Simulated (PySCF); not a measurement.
CH₆OTi, SMILES C[O][TiH3], multiplicity 1. Geometry: PBE-D3(BJ)/def2-SVP. The spin state was assumed, not searched.

Computed equilibrium geometry at PBE-D3(BJ)/def2-SVP (PySCF confirms it by a frequency run) as Cartesian coordinates in Å, and its point group:
point group C3.
```xyz
9

Ti     0.0000     0.0000     0.9934
O      0.0000     0.0000    -0.7331
C      0.0000     0.0000    -2.1326
H     -0.2314    -1.0171    -2.5145
H     -0.7651     0.7089    -2.5145
H      0.9965     0.3082    -2.5145
H      0.3802     1.6112     1.4498
H      1.2053    -1.1349     1.4498
H     -1.5855    -0.4763     1.4498
```
